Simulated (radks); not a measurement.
These are the eigenvalues of the occupied orbitals of an atom or ion with whole-number occupations (eV). Method: scalar-relativistic Kohn-Sham, PBE, spin-polarised, spherical densities, finite nucleus; Fermi nuclear charge, rms radius of each element as measured or else 0.836 A^(1/3) + 0.57 fm; computed with a radial shooting solver on a logarithmic mesh with Libxc functionals.

1s up: -59388.23
1s down: -59387.93
2s up: -10113.53
2s down: -10113.34
2p up: -8944.020
2p down: -8943.743
3s up: -2360.880
3s down: -2359.228
3p up: -2006.607
3p down: -2004.922
3d up: -1568.713
3d down: -1567.378
4s up: -555.7879
4s down: -552.3987
4p up: -439.0636
4p down: -435.7023
4d up: -283.8779
4d down: -280.4325
5s up: -154.4923
5s down: -149.3226
5p up: -123.2720
4f up: -112.6898
4f down: -108.7852

Which element is it, and in what charge state? The configuration may be excited. Open shells, if any, are filled with parallel spins first.

Answer. Z = 69, thulium, charge +7: Tm7+ in [Kr] 4d10 4f11 5s2 5p3. The list shows which subshells hold electrons but not how many an open one holds; the 1s level, -2182.5 hartree, gives Z - s = 66.1 by -(Z - s)^2/2, which with screening and relativity narrows Z to a few neighbours, and the depths of the outer levels then fix element, charge and occupations together.
